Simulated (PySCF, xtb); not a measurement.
C2H5Si, SMILES [CH2][Si]C (connectivity only; charge and spin as stated), charge +1, multiplicity 1.

Harmonic wavenumbers (cm⁻¹) from xtb with GFN2-xTB at its own minimum, in rising order: 7, 182, 233, 380, 718, 743, 824, 824, 1173, 1311, 1317, 1347, 1347, 2932, 2944, 2945, 3008, 3041.

What does PySCF with PBE-D3(BJ)/def2-TZVP give at its own minimum? (Estimate from the structure and the level; the computed values follow.)

95, 134, 221, 553, 633, 722, 765, 789, 962, 1199, 1276, 1340, 1363, 2948, 3021, 3024, 3095, 3104. Paired by order, the mean absolute difference is 68 cm⁻¹ and the zero-point energies are 36.1 and 36.1 kcal/mol.
